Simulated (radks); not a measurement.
Effect of the nuclear size on neutral thallium, [Hg] 6p1. All-electron calculation, Dirac Kohn-Sham, LDA (Slater exchange, Perdew-Wang correlation), spin-unpolarised, spherical densities, finite nucleus; open shells are shared between the two j in proportion to 2j + 1; Fermi nuclear charge, rms radius 5.4759 fm. Program: a radial shooting solver on a logarithmic mesh with Libxc functionals. The rms radius is varied about that value; shifts are against it.

rms radius (fm),total energy shift (eV),density at nucleus (e/bohr^3),1s1/2 shift (meV),2s1/2 shift (meV),5p1/2 shift (meV),6s1/2 shift (meV),6p1/2 shift (meV),6p3/2 shift (meV),7s1/2 (empty) shift (meV)
4.7476,-29.4,2.669e+06,-11800,-1770,0.393,-1.82,0.273,0.273,-0.163
5.0652,-16.9,2.597e+06,-6750,-1020,0.225,-1.04,0.157,0.157,-0.094
5.4759,0,2.512e+06,0.000,0.000,0.000,0.000,0.000,0.000,0.000
6.0235,23.7,2.413e+06,9470,1420,-0.313,1.46,-0.220,-0.220,0.131
6.144,29.1,2.393e+06,11600,1750,-0.384,1.80,-0.270,-0.269,0.161

Slopes of the eigenvalues against <r^2> in GHz/fm^2, as finite differences over the two radii next to the reference (eigenvalue slopes, not the field-shift constants of lines): 1s1/2 369000, 2s1/2 55500, 5p1/2 -12.2, 6s1/2 57.1, 6p1/2 -8.56, 6p3/2 -8.56, 7s1/2 (empty) 5.11.
